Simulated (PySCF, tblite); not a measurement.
Species: C₅H₁₂NP.
SMILES with atom numbers: `[CH2:1]=[CH:2][P:3]([CH3:4])[N:5]([CH3:6])[CH3:7]` (hydrogens: H8, H9 on C1; H10 on C2; H11, H12, H13 on C4; H14, H15, H16 on C6; H17, H18, H19 on C7)

Cartesian coordinates in Å at the GFN2-xTB level; atoms count from 1:
```xyz
19
C5H12NP angstrom
C     -2.236    1.945    0.367
C     -1.414    0.938    0.609
P     -0.452    0.099   -0.700
C     -1.285   -1.550   -0.496
N      0.926   -0.236    0.326
C      1.861   -1.215   -0.199
C      1.637    0.960    0.743
H     -2.361    2.341   -0.628
H     -2.820    2.415    1.143
H     -1.279    0.541    1.610
H     -1.123   -1.925    0.513
H     -2.350   -1.411   -0.675
H     -0.909   -2.264   -1.225
H      1.322   -2.091   -0.551
H      2.530   -1.522    0.609
H      2.475   -0.825   -1.020
H      2.266    1.384   -0.051
H      0.921    1.718    1.060
H      2.280    0.707    1.589
```

Level of theory: wB97X-D/def2-SVPD in PySCF (dipole) on a GFN2-xTB geometry, gas phase.

Masses are those of the commonest isotopes; rigid-rotor values at the optimised geometry. The values belong to one conformer with, in the numbering `[CH2:1]=[CH:2][P:3]([CH3:4])[N:5]([CH3:6])[CH3:7]`, C1–C2–P3–C4 -116°, C2–P3–N5–C6 165°.

Task: Give the principal moments of inertia and the rotational constants in GHz.

Result: Ia = 161.47, Ib = 298.41, Ic = 411.08 u·Å²; 505379 MHz·u·Å²/I gives 3130, 1694 and 1229 MHz, that is A = 3.1299, B = 1.6936, C = 1.2294 GHz.

Task: What kind of rotor is it?

Result: An asymmetric top. Ray's parameter κ = (2B − A − C)/(A − C) = -0.511; −1 is the prolate and +1 the oblate limit.

Task: Is it planar, by Δ = Ic − Ia − Ib?

Result: Not planar: Δ = Ic − Ia − Ib = -48.80 u·Å². For a rigid frame Δ = −2 Σ m c², so Σ m c² = 24.40 u·Å² lies off the ab plane: 9.07 from hydrogen and 15.33 from heavier atoms. The atom farthest from that plane is 1.49 Å away.

Task: Give the other two planar moments, Paa and Pbb, and the rms extents of the mass along the axes.

Result: Paa = Σ m a² = (Ib + Ic − Ia)/2 = 274.01 and Pbb = Σ m b² = (Ia + Ic − Ib)/2 = 137.07 u·Å². With the mass M = 117.07 u, the rms extents √(P/M) along a, b and c are 1.53, 1.08, 0.46 Å.

Task: List the rotational levels J(Ka,Kc) to J = 2 (cm⁻¹).

Result: Above 0(0,0):
J = 1: 1(0,1) 0.0975, 1(1,1) 0.1454, 1(1,0) 0.1609
J = 2: 2(0,2) 0.2893, 2(1,2) 0.3249, 2(1,1) 0.3714, 2(2,1) 0.5151, 2(2,0) 0.5183
Those of J = 1 are B + C, A + C and A + B.

Task: Predict some low-J microwave lines.

Result: The dipole components are |μa| = 0.21 D, |μb| = 0.08 D, |μc| = 0.76 D. Intensities carry the squares of the components, which stand as 0.07 : 0.01 : 1.00 (a : b : c). Some lines, for components of 0.1 D or more:

| type | branch | J(Ka,Kc) | MHz | lower level (cm⁻¹) |
| --- | --- | --- | --- | --- |
| a | Q | 3(1,2) ← 3(1,3) | 2773 | 0.592 |
| a | R | 1(0,1) ← 0(0,0) | 2923 | 0.000 |
| c | Q | 3(2,2) ← 3(1,2) | 3680 | 0.685 |
| a | Q | 4(1,3) ← 4(1,4) | 4556 | 0.946 |
| a | R | 2(0,2) ← 1(0,1) | 5750 | 0.098 |
| a | R | 3(1,3) ← 2(1,2) | 8018 | 0.325 |
| a | R | 3(0,3) ← 2(0,2) | 8411 | 0.289 |
| c | R | 2(2,0) ← 1(1,0) | 10714 | 0.161 |
| c | R | 2(2,1) ← 1(1,1) | 11083 | 0.145 |
| a | R | 4(3,1) ← 3(3,0) | 11924 | 1.088 |
| a | R | 4(1,3) ← 3(1,2) | 12388 | 0.685 |
| c | R | 4(1,3) ← 3(0,3) | 15835 | 0.570 |

Its GFN2-xTB frequencies are all real (lowest 57 cm⁻¹). Zero-point vibration and centrifugal distortion are left out. A rigid rotor knows nothing of internal rotation, which can split or shift real lines. Quadrupole hyperfine structure (14N) is left out.
